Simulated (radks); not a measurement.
Results of a calculation; reference values are marked as such.
These are the eigenvalues of the occupied orbitals of an atom or ion with whole-number occupations (eV). Code: a radial shooting solver on a logarithmic mesh with Libxc functionals. Model: non-relativistic Kohn-Sham, LDA (Slater exchange, Perdew-Wang correlation), spin-polarised, spherical densities, point nucleus.

| orbital | eigenvalue |
|---|---|
| 1s up | -6925.752 |
| 1s down | -6925.686 |
| 2s up | -813.2002 |
| 2s down | -811.1162 |
| 2p up | -703.7803 |
| 2p down | -702.1840 |
| 3s up | -101.4057 |
| 3s down | -97.2002 |
| 3p up | -69.4673 |
| 3p down | -65.3352 |
| 3d up | -17.8069 |
| 3d down | -13.9431 |
| 4s up | -13.1104 |

Which element is it, and in what charge state? The configuration may be excited. Open shells, if any, are filled with parallel spins first.

Answer. Z = 26, iron, charge +1: Fe+ in [Ar] 3d6 4s1. The list shows which subshells hold electrons but not how many an open one holds; the 1s level, -254.52 hartree, gives Z - s = 22.6 by -(Z - s)^2/2, which with screening narrows Z to a few neighbours, and the depths of the outer levels then fix element, charge and occupations together.
